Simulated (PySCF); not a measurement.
How do the members of this family differ from one of them?

PySCF, CAM-B3LYP/def2-SVPD, density fitting, gas phase; each molecule at its own PBE0-D3(BJ)/def2-SVP geometry, one conformer. Singlet excitations by full TDDFT with frozen cores, triplets by Tamm–Dancoff TDDFT and ionisation energies by ΔSCF, from the lowest of the holes tried. 

Torsions of the conformers computed, which needn't be the lowest (atom-mapped SMILES):
- `[CH3:1][CH2:2][SiH2:3][GeH2:4][GeH3:5]`: C1–C2–Si3–Ge4 60°, C2–Si3–Ge4–Ge5 41°
- `[SiH3:1][NH:2][SiH2:3][GeH2:4][GeH3:5]`: Si1–N2–Si3–Ge4 7°, N2–Si3–Ge4–Ge5 -66°
- `[O:1]=[CH:2][O:3][SiH2:4][GeH2:5][GeH3:6]`: O1–C2–O3–Si4 -1°, C2–O3–Si4–Ge5 3°, O3–Si4–Ge5–Ge6 64°
- `[SiH3:1][S:2][SiH2:3][GeH2:4][GeH3:5]`: Si1–S2–Si3–Ge4 -65°, S2–Si3–Ge4–Ge5 -36°
- `[GeH3:1][GeH2:2][SiH2:3][c:4]1[cH:5][cH:6][cH:7][o:8]1`: Ge1–Ge2–Si3–C4 172°, Ge2–Si3–C4–C5 -126°
- `[SiH3:1][O:2][SiH2:3][GeH2:4][GeH3:5]`: Si1–O2–Si3–Ge4 -5°, O2–Si3–Ge4–Ge5 60°

Reference: `CC[SiH2][GeH2][GeH3]`, with HOMO energy -8.81 eV, LUMO energy 0.56 eV, lowest singlet excitation 6.65 eV, lowest triplet excitation 5.84 eV, mean polarisability 122.4 au, dipole moment 0.92 D and vertical ionisation energy 9.46 eV.

Changes against it:

| molecule | Δ HOMO energy (eV) | Δ LUMO energy (eV) | Δ lowest singlet excitation (eV) | Δ lowest triplet excitation (eV) | Δ mean polarisability (au) | Δ dipole moment (D) | Δ vertical ionisation energy (eV) |
| --- | --- | --- | --- | --- | --- | --- | --- |
| [SiH3]S[SiH2][GeH2][GeH3] | +0.33 | -0.33 | -1.03 | -0.64 | +21.4 | +0.14 | -0.37 |
| [GeH3][GeH2][SiH2]c1ccco1 | +0.87 | -0.12 | -0.98 | -2.03 | +26.4 | +0.34 | -0.94 |
| [SiH3]O[SiH2][GeH2][GeH3] | -0.07 | -0.23 | -0.49 | -0.25 | +2.7 | -0.69 | +0.06 |

Rows whose labels were lost:

| row | Δ HOMO energy (eV) | Δ LUMO energy (eV) | Δ lowest singlet excitation (eV) | Δ lowest triplet excitation (eV) | Δ mean polarisability (au) | Δ dipole moment (D) | Δ vertical ionisation energy (eV) |
| --- | --- | --- | --- | --- | --- | --- | --- |
| P | -0.06 | -0.10 | -0.61 | -0.14 | +7.8 | +0.14 | 0.00 |
| Q | -0.33 | -0.10 | -0.84 | -0.57 | -8.9 | +0.50 | +0.37 |

Question: Which row belongs to which of `[SiH3]N[SiH2][GeH2][GeH3]` and `O=CO[SiH2][GeH2][GeH3]`?

Answer: P = `[SiH3]N[SiH2][GeH2][GeH3]` and Q = `O=CO[SiH2][GeH2][GeH3]`. P and Q are told apart most clearly by the mean polarisability (+7.8 against -8.9 au).

Question: Which row has the smallest HOMO–LUMO gap and which the largest, and does the HOMO or the LUMO shift more there?

Answer: Smallest, counted from the reference: `[GeH3][GeH2][SiH2]c1ccco1`, -0.99 eV (HOMO +0.87, LUMO -0.12), the larger shift being that of the HOMO. Largest: Q, +0.23 eV (HOMO -0.33, LUMO -0.10), the larger shift being that of the HOMO.
